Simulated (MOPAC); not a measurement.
MOPAC input (PM7):

```
PM7 FORCE THERMO(298,298) PRECISE LET GEO-OK AUX(PRECISION=9) THREADS=1
HF3Ge

F     1.31635934 1   -0.39363208 1    0.04483969 1
Ge   -0.05040237 1    0.01322050 1    0.18372585 1
F    -0.19639116 1    1.26941413 1   -0.48955833 1
F    -0.85769207 1   -0.94458104 1   -0.51162907 1
H    -0.46133452 1    0.12102294 1    1.68250028 1
```

From the output:

```
     H    5   0.393303   1.712562   0.393301   0.393283   2.422314

          HEAT OF FORMATION =    -192.247893 KCALS/MOLE

          ZERO POINT ENERGY       8.197 KCAL/MOL

           NORMAL COORDINATE ANALYSIS (Total motion = 1 Angstrom)

   Root No.       1         2         3         4         5         6         7         8

                 1 E       1 E       1 A1      2 A1      2 E       2 E       3 E       3 E

                 221.7     221.7     256.8     561.5     565.0     565.0     661.2     661.2

           1   -0.0598   -0.0434   -0.0342    0.2886    0.2363   -0.0211    0.0038   -0.0576
           2   -0.2205    0.1910   -0.1307    0.0105    0.0083    0.0028    0.0100    0.0160
           3    0.0163   -0.2098   -0.2070    0.0166    0.0125   -0.0033   -0.0086    0.0237
           4   -0.0633   -0.0459   -0.0612   -0.0252   -0.0894    0.0080    0.0000   -0.0001
           5    0.0281   -0.0675    0.0835    0.0344   -0.0256   -0.0832   -0.0001   -0.0000
           6   -0.0470    0.0214    0.1323    0.0544   -0.0252    0.0562    0.0001   -0.0000
           7    0.2769   -0.0605    0.1350   -0.0968    0.0478    0.0658   -0.0082    0.0072
           8   -0.0796   -0.0585   -0.0067   -0.2721    0.1271    0.1924   -0.0481   -0.0359
           9    0.1667    0.1266   -0.2070    0.0166   -0.0056   -0.0122   -0.0241   -0.0077
          10    0.0311    0.2840    0.1350   -0.0968    0.0364   -0.0733    0.0072    0.0082
          11    0.1899    0.1323   -0.1841    0.1320   -0.0436    0.1029   -0.0000    0.0086
          12    0.0015   -0.0007   -0.0951   -0.2385    0.0835   -0.1859    0.0581   -0.0284
          13   -0.1224   -0.0888   -0.0329    0.0230    0.3989   -0.0355   -0.0535    0.8059
          14    0.0544   -0.1306    0.0449   -0.0313    0.1142    0.3711    0.7255    0.2167
          15   -0.0910    0.0414    0.0711   -0.0496    0.1126   -0.2507   -0.4829    0.2363

   Root No.       9

                 3 A1

                2019.7

           1    0.0068
           2   -0.0015
           3   -0.0024
           4    0.0034
           5   -0.0047
           6   -0.0074
           7   -0.0006
           8   -0.0069
           9   -0.0024
          10   -0.0006
          11    0.0008
          12   -0.0073
          13   -0.3530
          14    0.4815
          15    0.7625

           MASS-WEIGHTED COORDINATE ANALYSIS (NORMAL COORDINATES)

   Root No.       1         2         3         4         5         6         7         8

                 1 E       1 E       1 A1      2 A1      2 E       2 E       3 E       3 E

                 221.7     221.7     256.8     561.5     565.0     565.0     661.2     661.2

           1   -0.1271   -0.0873   -0.0633    0.5559    0.6554   -0.0550    0.0198   -0.2675
           2   -0.4528    0.4062   -0.2421    0.0202    0.0230    0.0074    0.0457    0.0745
           3    0.0248   -0.4360   -0.3834    0.0320    0.0348   -0.0088   -0.0404    0.1096
           4   -0.2626   -0.1806   -0.2217   -0.0949   -0.4848    0.0406    0.0001   -0.0010
           5    0.1091   -0.2762    0.3023    0.1294   -0.1382   -0.4317   -0.0009   -0.0003
           6   -0.1904    0.0908    0.4788    0.2049   -0.1372    0.2914    0.0006   -0.0003
           7    0.5765   -0.1379    0.2499   -0.1864    0.1323    0.1748   -0.0381    0.0329
           8   -0.1691   -0.1177   -0.0124   -0.5241    0.3518    0.5112   -0.2205   -0.1686
           9    0.3544    0.2552   -0.3834    0.0320   -0.0154   -0.0324   -0.1110   -0.0365
          10    0.0777    0.5877    0.2499   -0.1864    0.1013   -0.1944    0.0329    0.0382
          11    0.4030    0.2659   -0.3408    0.2543   -0.1213    0.2731   -0.0004    0.0399
          12    0.0031   -0.0015   -0.1760   -0.4595    0.2321   -0.4932    0.2688   -0.1298
          13   -0.0599   -0.0412   -0.0141    0.0102    0.2548   -0.0214   -0.0636    0.8613
          14    0.0249   -0.0630    0.0192   -0.0139    0.0727    0.2269    0.7688    0.2378
          15   -0.0434    0.0207    0.0303   -0.0220    0.0721   -0.1532   -0.5149    0.2486

   Root No.       9

                 3 A1

                2019.7

           1    0.0303
           2   -0.0068
           3   -0.0108
           4    0.0299
           5   -0.0408
           6   -0.0646
           7   -0.0026
           8   -0.0310
           9   -0.0108
          10   -0.0026
          11    0.0036
          12   -0.0326
          13   -0.3627
          14    0.4947
          15    0.7834

          DESCRIPTION OF VIBRATIONS

 VIBRATION          2    1E          ATOM PAIR     ENERGY CONTRIBUTION    RADIAL
 FREQUENCY           221.69         Ge2 -- F 4         +38.3% ( 72.5%)      0.6%
 TRANSITION DIPOLE   1.3107         F 1 -- Ge2         +33.9% ( 68.1%)      1.2%
 TRAVEL (Ang.)       0.2090         Ge2 -- H 5         +16.2% ( 47.1%)      0.0%
 REDUCED MASS        6.9667         Ge2 -- F 3         +11.6% ( 39.9%)     49.8%
 EFFECTIVE MASS     28.1432
 FORCE CONSTANT      0.2017

 VIBRATION          3    1A1         ATOM PAIR     ENERGY CONTRIBUTION    RADIAL
 FREQUENCY           256.77         Ge2 -- F 4         +28.8% ( 75.1%)      2.4%
 TRANSITION DIPOLE   2.5486         Ge2 -- F 3         +28.8% ( 75.1%)      2.4%
 TRAVEL (Ang.)       0.1454         F 1 -- Ge2         +28.8% ( 75.1%)      2.4%
 REDUCED MASS       12.4264         Ge2 -- H 5         +13.5% ( 51.4%)    100.0%
 EFFECTIVE MASS     43.8091
 FORCE CONSTANT      0.4827

 VIBRATION          4    2A1         ATOM PAIR     ENERGY CONTRIBUTION    RADIAL
 FREQUENCY           561.51         Ge2 -- F 3         +31.9% ( 55.9%)     91.0%
 TRANSITION DIPOLE   1.2117         Ge2 -- F 4         +31.9% ( 55.9%)     91.0%
 TRAVEL (Ang.)       0.1435         F 1 -- Ge2         +31.9% ( 55.9%)     91.0%
 REDUCED MASS        5.8278         Ge2 -- H 5          +4.2% ( 20.3%)    100.0%
 EFFECTIVE MASS     21.6011
 FORCE CONSTANT      1.0826

 VIBRATION          6    2E          ATOM PAIR     ENERGY CONTRIBUTION    RADIAL
 FREQUENCY           564.98         Ge2 -- F 4         +42.2% ( 75.5%)     91.8%
 TRANSITION DIPOLE   2.0323         Ge2 -- F 3         +35.8% ( 69.6%)     87.2%
 TRAVEL (Ang.)       0.1124         Ge2 -- H 5         +15.8% ( 46.3%)      0.0%
 REDUCED MASS        9.4466         F 1 -- Ge2          +6.2% ( 29.0%)      3.1%
 EFFECTIVE MASS     28.5719
 FORCE CONSTANT      1.7766

 VIBRATION          8    3E          ATOM PAIR     ENERGY CONTRIBUTION    RADIAL
 FREQUENCY           661.24         Ge2 -- H 5         +92.0% ( 88.8%)      0.0%
 TRANSITION DIPOLE   0.0478         F 1 -- Ge2          +5.3% ( 21.2%)     80.1%
 TRAVEL (Ang.)       0.3325         Ge2 -- F 3          +1.7% ( 12.0%)     73.4%
 REDUCED MASS        0.9222         Ge2 -- F 4          +1.0% (  9.4%)     67.7%
 EFFECTIVE MASS      2.7064
 FORCE CONSTANT      0.2376

 VIBRATION          9    3A1         ATOM PAIR     ENERGY CONTRIBUTION    RADIAL
 FREQUENCY          2019.74         Ge2 -- H 5        +100.0% ( 99.7%)    100.0%
 TRANSITION DIPOLE   0.3927
 TRAVEL (Ang.)       0.1835
 REDUCED MASS        0.9912
 EFFECTIVE MASS      1.1370
 FORCE CONSTANT      2.3824

      SYMMETRY NUMBER FOR POINT-GROUP C3v =  3
```
